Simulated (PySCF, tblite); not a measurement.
Isomers of C3H8O3Si. All values are computed: GFN2-xTB (tblite) harmonic vibrations without scaling, gas phase. The method is semi-empirical: single wavenumbers can be off by several per cent or more. Modes of hydrogen on silicon can be 10 to 20 % off. One conformer each.

Electronic energies: PBE0-D3(BJ)/def2-SVP at its own geometries (PySCF, gas phase).

```
         SMILES  electronic energy, lowest = 0 (kJ/mol)
  O[SiH]1OCCCO1                                     0.0
 CO[SiH](C=O)OC                                   249.2
CO[SiH2]OC(C)=O                                   109.0
```

Question: How do GFN2-xTB zero-point energies change the relative energies?

Answer: 
| SMILES | ZPE (kJ/mol) | of it from modes above 1550 cm⁻¹ | electronic (kJ/mol) | with ZPE, lowest = 0 (kJ/mol) | lowest mode (cm⁻¹) | rings |
| --- | --- | --- | --- | --- | --- | --- |
| O[SiH]1OCCCO1 | 300.7 | 141.6 | 0.0 | 0.0 | 113 | 1 |
| CO[SiH2]OC(C)=O | 285.0 | 146.1 | 109.0 | 93.2 | 43 | 0 |
| CO[SiH](C=O)OC | 286.1 | 147.1 | 249.2 | 234.5 | 71 | 0 |

The zero-point energies span 15.7 kJ/mol, from `CO[SiH2]OC(C)=O` to `O[SiH]1OCCCO1`. The order is unchanged.

Question: And how do the electronic energies of GFN2-xTB itself compare?

Answer: `O[SiH]1OCCCO1` 0.0; `CO[SiH2]OC(C)=O` 98.9; `CO[SiH](C=O)OC` 292.5 kJ/mol, lowest = 0. Against the energies above, taken from the same isomer `O[SiH]1OCCCO1`, the largest difference is 43.3 kJ/mol. The two levels were optimised apart and needn't hold the same conformer.

Question: What do entropy and thermal enthalpy add at 298.15 K and 1 bar (rigid rotor, harmonic oscillator, one conformer each)?

Answer: 
| SMILES | point group | symmetry number | S (J/(mol K)) | H − H(0) (kJ/mol) | ZPE + H − H(0) − TS (kJ/mol) |
| --- | --- | --- | --- | --- | --- |
| O[SiH]1OCCCO1 | Cs | 1 | 358.0 | 22.95 | 217.0 |
| CO[SiH2]OC(C)=O | Cs | 1 | 420.1 | 28.82 | 188.6 |
| CO[SiH](C=O)OC | C1 | 1 | 424.4 | 30.02 | 189.6 |
